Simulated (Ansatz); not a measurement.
Frontier orbitals of C₅H₁₂AlCl, SMILES `CC(C)(C)[CH2][AlH][Cl]`.

Cartesian coordinates in Å:
```
C -0.073 1.628 -0.035
C 0.098 0.157 -0.406
C -1.277 -0.503 -0.502
C 0.798 0.057 -1.759
C 0.925 -0.565 0.674
Al -0.093 -0.822 2.320
Cl -0.331 -2.788 3.047
H -0.671 2.153 -0.784
H 0.897 2.127 0.031
H -0.574 1.746 0.931
H -1.890 -0.052 -1.287
H -1.846 -0.386 0.434
H -1.192 -1.573 -0.712
H 0.232 0.578 -2.537
H 1.794 0.504 -1.712
H 0.912 -0.986 -2.064
H 1.219 -1.559 0.315
H 1.859 -0.019 0.858
H -0.785 0.305 3.187
```

Charge 0, multiplicity 1. The geometry is a stationary point of PBE0-D4/def2-TZVP. It is one conformer, not always the lowest. Basis def2-TZVPP, Ansatz.

```json
{"functional": "r2SCAN0", "HOMO (eV)": "-7.85", "LUMO (eV)": "-0.83"}
```

Task: Give HOMO and LUMO (eV) with LDA (SPW92), PBE, revPBE, BLYP, r2SCAN, B97M-V, PBE0, B3LYP, r2SCANh, HSE06 (plane-wave form), BHLYP, CAM-B3LYP, LC-ωPBE, ωB97X-V, ωB97M-V, HF. (Estimate.)

Result: Computed: 
| functional | HOMO | LUMO |
| --- | --- | --- |
| LDA (SPW92) | -6.55 | -2.10 |
| PBE | -6.44 | -1.81 |
| revPBE | -6.39 | -1.67 |
| BLYP | -6.32 | -1.66 |
| r2SCAN | -6.70 | -1.48 |
| B97M-V | -6.82 | -1.65 |
| PBE0 | -7.67 | -1.02 |
| B3LYP | -7.48 | -1.20 |
| r2SCANh | -7.16 | -1.22 |
| HSE06 (plane-wave form) | -7.28 | -1.39 |
| BHLYP | -8.84 | -0.19 |
| CAM-B3LYP | -9.03 | -0.05 |
| LC-ωPBE | -10.36 | 1.05 |
| ωB97X-V | -10.02 | 0.92 |
| ωB97M-V | -9.86 | 0.63 |
| HF | -10.65 | 1.86 |

B3LYP here is the variant with VWN-RPA as its local correlation; programs differ in this. LC-ωPBE has ω = 0.4 bohr⁻¹. Positive LUMOs are unbound and depend on the basis.
